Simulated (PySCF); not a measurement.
## Xe (xenon, neutral) across methods

[Kr] 4d10 5s1 5p6 6p1, high-spin 3P determinant (an excited configuration). All numbers are calculated (PySCF 2.14, a scalar-relativistic core potential, in aug-cc-pV5Z-PP with ECP28MDF (8s8p6d4f3g2h, 139 functions)).

```
method  E (hartree)  mean ε 5p α (eV)  mean ε 5p β (eV)  mean ε 6p α (eV)  Σ⟨r²⟩ (bohr²)   ⟨S²⟩
r2SCAN    -328.6598           -14.330           -13.341            -1.359          106.1  2.004
   UHF   -327.41081           -18.927           -15.850            -2.182          110.6  2.013
revPBE    -328.6012           -13.815           -13.061            -1.428          106.6  2.001
   LDA    -328.1040           -13.891           -13.247            -1.354          105.0  2.001
 M06-L    -328.7181           -13.999           -12.975            -1.248          110.8  2.004
  BLYP    -328.5043           -13.563           -12.903            -1.225          105.9  2.001
   PBE    -328.5408           -13.815           -13.080            -1.409          105.9  2.001
  PBE0    -328.5451           -15.328           -14.081            -1.676          106.8  2.002
```

Energies and moments cover only the electrons outside the core potential. The outer electron is Rydberg-like, and this basis confines it to a smaller radius and binds it less than a complete one would.
